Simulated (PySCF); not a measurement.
# Computed structure and properties of [PbO(OH)]−

System: [PbO(OH)]− (singlet); start: template (C1). Method: PySCF 2.14.0, RKS PBE0, Pb def2-SVP with ECP60, O def2-SVP, H def2-SVP; non-relativistic Hamiltonian with scalar-relativistic core potentials where named; density fitting; no spin-orbit coupling.

Input of the relaxation:

```python
mol = gto.M(atom='''
Pb     0.03279    -0.00038    -0.11063
O      1.67409    -0.00038     0.62387
O     -1.91911    -0.00038     0.76287
H     -2.87861     0.09022     0.82197''',
    basis={'Pb': 'def2-SVP', 'O': 'def2-SVP', 'H': 'def2-SVP'},
    ecp={'Pb': 'def2-SVP'},
    charge=-1, spin=0)
mf = dft.RKS(mol, xc='PBE0')
mf.grids.atom_grid = (50, 194)
mf = mf.density_fit()  # fitting sets: Pb def2-universal-JKFIT, O def2-universal-JKFIT, H def2-universal-JKFIT
mf.conv_tol = 1e-08; mf.max_cycle = 55
mf.kernel(dm0)  # dm0: converged density of the start geometry
# quasi-Newton relaxation in Cartesian coordinates to a largest gradient under 0.00045 Eh/bohr, steps kept in the point group
```

Run from Python with OMP_NUM_THREADS=2; the lines above give its settings. Where DIIS fails, smearing, a level shift and second-order steps follow.
It took 20 s on 2 threads of Intel(R) Xeon(R) Platinum 8375C CPU @ 2.90GHz (Ice Lake), on a shared host, from the converged density of the start.

Course of the relaxation:

| step | energy above end (eV) | largest force component within the symmetry (eV/Å) |
| --- | --- | --- |
| 0 | 1.6029 | 7.139 |
| 1 | 0.6127 | 1.328 |
| 2 | 0.4721 | 1.234 |
| 3 | 0.2439 | 1.489 |
| 4 | 0.1687 | 0.839 |
| 5 | 0.1088 | 1.302 |
| 6 | 0.0574 | 0.562 |
| 7 | 0.0370 | 0.852 |
| 8 | 0.0189 | 0.654 |
| 9 | 0.0086 | 0.431 |
| 10 | 0.0016 | 0.110 |
| 11 | 0.0003 | 0.116 |
| 12 | 0.0001 | 0.072 |
| 13 | 0.0000 | 0.005 |

Relaxed geometry (Cs):

```xyz
4

Pb   -0.1647    0.0094   -0.3748
O     1.4520   -0.0093    0.7616
O    -1.7963    0.0344    1.1365
H    -2.5818    0.0546    0.5748
```

```csv
contact,Å
Pb1–O2 (O),1.976
Pb1–O3 (OH),2.224
```

On the finer grid (75, 302):

```json
{
  "HOMO": "-0.23 eV",
  "LUMO": "3.89 eV",
  "Dipole about the centre of mass": "5.87 D",
  "Set of Mulliken populations of Pb1 outside the core potential": "s 3.90, p 7.74, d 10.16",
  "D3(BJ) dispersion energy (not in the energies)": "-0.049 eV"
}
```

| atom | Mulliken (e) | Löwdin (e) | spin (e) |
| --- | --- | --- | --- |
| Pb1 | 0.21 | 0.05 | 0.00 |
| O2 | -0.73 | -0.62 | 0.00 |
| O3 | -0.59 | -0.44 | 0.00 |
| H4 | 0.11 | 0.00 | 0.00 |

On the grid (50, 194), as all that follows. Harmonic modes: a minimum; lowest 185 cm⁻¹ (negative: unstable), highest 3830 cm⁻¹, zero-point energy 0.381 eV.

Rigid scan of O along the line from its metal:

(distance to O2 (Å), energy (eV)): (1.68, 1.987), (1.78, 0.738), (1.88, 0.155), (1.98, 0.000), (2.08, 0.114), (2.18, 0.391), (2.28, 0.760), (2.43, 1.385)

Taking off one OH (charge -1, singlet; the rest: singlet) in vacuum, both parts rigid, costs 3.87 eV; the small basis without counterpoise inflates it.

Rigid scan of OH along the line from its metal:

(distance to O3 (Å), energy (eV)): (1.92, 0.800), (2.02, 0.299), (2.12, 0.064), (2.22, 0.000), (2.32, 0.047), (2.42, 0.160), (2.62, 0.482), (2.92, 1.008), (3.32, 1.603), (3.82, 2.142)

One start shape was tried, so this needn't be the lowest isomer.
